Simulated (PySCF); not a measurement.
C₅H₄AlF₃O₃.
Z-matrix (Å and degrees, PBE0-D3(BJ)/def2-SVP geometry), rows numbered from 1:
```
O 
C   1  1.2065
C   2  1.4696  1  123.70
C   3  1.4122  2  124.06  1  -177.08
O   4  1.2574  3  124.88  2   179.34
Al  5  1.8783  4  129.28  3     0.07
O   6  1.8809  5   91.45  4     0.69
C   7  1.2550  6  128.28  5    -1.39
C   2  1.5492  1  118.16  3   179.58
F   9  1.3377  2  110.33  1  -121.19
F   9  1.3390  2  110.42  1   120.09
F   9  1.3140  2  110.97  1    -0.54
H   4  1.1012  3  119.41  2    -0.45
H   6  1.5823  5  108.65  4   111.08
H   6  1.5826  5  108.70  4  -109.39
H   8  1.1028  3  116.73  2     0.15
```

All values: PBE0/pcSseg-1 (PySCF, non-relativistic), on one gas-phase PBE0-D3(BJ)/def2-SVP geometry that isn't relaxed in the solvent. The solvent is an IEF-PCM continuum (cavity from Bondi-type radii × 1.2). Specific hydrogen bonds and non-electrostatic terms are outside this model.

```csv
run,E − E(gas) (kJ/mol),HOMO (eV),HOMO–LUMO gap (eV),dipole (D)
gas,0.00,-8.05,5.00,0.59
P,-21.30,-7.91,5.24,0.76
Q,-25.56,-7.89,5.29,0.81
```

Problem. The runs were made in chloroform and dichloromethane. Which run belongs to which solvent?

Solution. P = chloroform, Q = dichloromethane. The dielectric constants are 4.711 (chloroform), 8.93 (dichloromethane), and the energy falls further as ε rises. In this model the ground state sees the solvent through ε alone.

Problem. How constant is the ratio of the lowering to (ε − 1)/(2ε + 1)?

Solution. 
```
        solvent  (ε − 1)/(2ε + 1)  E − E(gas) (kJ/mol)  ratio (kJ/mol)  polarisation term (kJ/mol)
     chloroform             0.356               -21.30           -59.8                      -23.20
dichloromethane             0.420               -25.56           -60.8                      -28.32
```

The ratio changes by +1.6 % in size from chloroform to dichloromethane. The polarisation term is half the interaction of the solute with the induced surface charges.
